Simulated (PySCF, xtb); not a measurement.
W(O)2(OH) (HO₃W), SMILES [O]=[W+](=[O])[OH], charge +1, multiplicity 1. The values are those of a single conformer.

Harmonic wavenumbers (cm⁻¹) from GFN2-xTB in xtb at its own minimum, in rising order: 132, 163, 224, 458, 476, 608, 664, 695, 3314.

**Question.** What does PBE0-D3(BJ)/def2-SVP (PySCF 2.14.0) give at its own minimum? (The exact figures need the calculation; the answer reports its results.)

**Answer.** 218, 268, 297, 401, 602, 853, 1053, 1104, 3801. Paired by order, the mean absolute difference is 220 cm⁻¹ and the zero-point energies are 9.6 and 12.3 kcal/mol.
